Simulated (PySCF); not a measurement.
Match the calculated data to a structure.

All candidates are C7H9NO.

* Dipole: 2.68 D [PBE0/def2-SVPD]
* 13C NMR: chemical shifts (computed TMS as zero) by class: 157.3 (1 C), 155.5 (1 C), 143.1 (1 C), 142.1 (1 C), 131.7 (1 C), 73.3 (1 C), 59.9 (1 C) ppm [GIAO CAM-B3LYP/pcSseg-1]
* UV, strongest line: among the 10 lowest singlet transitions: S9 at 7.28 eV (170 nm, f = 0.593) [TDDFT PBE0/def2-SVPD]
* Polarisability: 93.1 au [PBE0/def2-SVPD]
* 1H NMR: chemical shifts (computed TMS as zero) by class: 8.56 (1 H), 8.48 (1 H), 7.95 (1 H), 7.20 (1 H), 4.33 (2 H), 3.55 (3 H) ppm [GIAO CAM-B3LYP/pcSseg-1]
* NMR, other nuclei: isotropic shieldings of nuclei other than C and H, by class: -103 (1 N), 325 (1 O) ppm [GIAO CAM-B3LYP/pcSseg-1]
* Rotational structure: rotational constants A, B, C: 4.959, 0.915, 0.782 GHz [PBE0-D3(BJ)/def2-SVP]
* XPS: C1s 290.4, C1s 290.5, C1s 290.5, C1s 291.0, C1s 291.0, C1s 292.4, C1s 292.4, N1s 404.4, O1s 538.7 eV [ΔSCF SCAN, pcX-2 on the ionised atom, pcseg-1 elsewhere, spin-free X2C]

Gas-phase values; electronic properties from PySCF, density fitting. Levels stand in brackets. One conformer (not necessarily the lowest) at the PBE0-D3(BJ)/def2-SVP geometry, without solvent, vibrations or thermal averaging. Each NMR value is the plain mean over a class of atoms that symmetry, rotation or inversion makes alike.

Question: Which candidate is it?
A. `C=CC(C=C)=NC(C)=O`
B. `CCOc1cccnc1`
C. `COCc1cccnc1`

Answer: C. It is `COCc1cccnc1`. Numbering: `[CH3:1][O:2][CH2:3][c:4]1[cH:5][cH:6][cH:7][n:8][cH:9]1`. Its formula, C7H9NO, gives 4 degrees of unsaturation: 1 ring and 3 π bonds in the structure found (Kekulé form). 7 carbons fall into 7 classes; from least to most shielded: aromatic CH next to a ring nitrogen [C7] (157.3 ppm), aromatic CH next to a ring nitrogen [C9] (155.5 ppm), substituted aromatic carbon [C4] (143.1 ppm), aromatic CH carbon [C5] (142.1 ppm), aromatic CH carbon [C6] (131.7 ppm), chain sp3 carbon bound to oxygen [C3] (73.3 ppm), methoxy carbon [C1] (59.9 ppm). Hydrogen classes from least to most shielded: 1 H on an aromatic CH next to a ring nitrogen, C7 (8.56 ppm), 1 H on an aromatic CH next to a ring nitrogen, C9 (8.48 ppm), 1 H on an aromatic CH carbon, C5 (7.95 ppm), 1 H on an aromatic CH carbon, C6 (7.20 ppm), 2 H on an sp3 carbon bound to oxygen, C3 (4.33 ppm), 3 H on a methoxy carbon, C1 (3.55 ppm, a mean of values up to 0.6 ppm apart in this geometry). The other shieldings belong to: -103 ppm, pyridine-type nitrogen [N8]; 325 ppm, ether oxygen [O2]. The core levels belong to: C1s 290.4 eV, aromatic CH carbon [C6]; C1s 290.5 eV, aromatic CH carbon [C5]; C1s 290.5 eV, substituted aromatic carbon [C4]; C1s 291.0 eV, aromatic CH next to a ring nitrogen [C7]; C1s 291.0 eV, aromatic CH next to a ring nitrogen [C9]; C1s 292.4 eV, sp3 carbon bound to oxygen [C3]; C1s 292.4 eV, methoxy carbon [C1]; N1s 404.4 eV, pyridine-type nitrogen [N8]; O1s 538.7 eV, ether oxygen [O2]. The hole state at 290.5 eV has ⟨S²⟩ = 0.83 against 0.75, so that value is less sure. The hole state at 290.5 eV has ⟨S²⟩ = 0.84 against 0.75, so that value is less sure. The hole state at 291.0 eV has ⟨S²⟩ = 0.82 against 0.75, so that value is less sure. The optimised geometry has point group C1 and is an asymmetric top.

The others, at the same levels:
- `C=CC(C=C)=NC(C)=O` fails: its computed static isotropic polarisability is 101.2 au (against 93.1 au), rotational constant A is 2.187 GHz (against 4.959 GHz) and smallest rotational constant is 0.879 GHz (against 0.782 GHz).
- `CCOc1cccnc1` fails: its computed 13C shifts are 163.7 (1 C), 150.9 (1 C), 139.1 (1 C), 132.8 (1 C), 132.6 (1 C), 64.0 (1 C), 17.0 (1 C) ppm, 1H shifts are 8.33 (1 H), 8.14 (1 H), 7.30 (1 H), 7.14 (1 H), 3.71 (2 H), 1.51 (3 H) ppm and dipole moment is 2.13 D (against 2.68 D).

Each candidate is one conformer, not necessarily the lowest. The conformers computed, where there is a choice (atom-mapped SMILES and torsion angles):
- `[CH3:1][O:2][CH2:3][c:4]1[cH:5][cH:6][cH:7][n:8][cH:9]1`: C1–O2–C3–C4 -178°, O2–C3–C4–C5 16°
- `[CH2:1]=[CH:2][C:3]([CH:4]=[CH2:5])=[N:6][C:7]([CH3:8])=[O:9]`: C1–C2–C3–C4 169°, C2–C3–C4–C5 -14°, C3–N6–C7–C8 -120°
- `[CH3:1][CH2:2][O:3][c:4]1[cH:5][cH:6][cH:7][n:8][cH:9]1`: C1–C2–O3–C4 -178°, C2–O3–C4–C5 179°
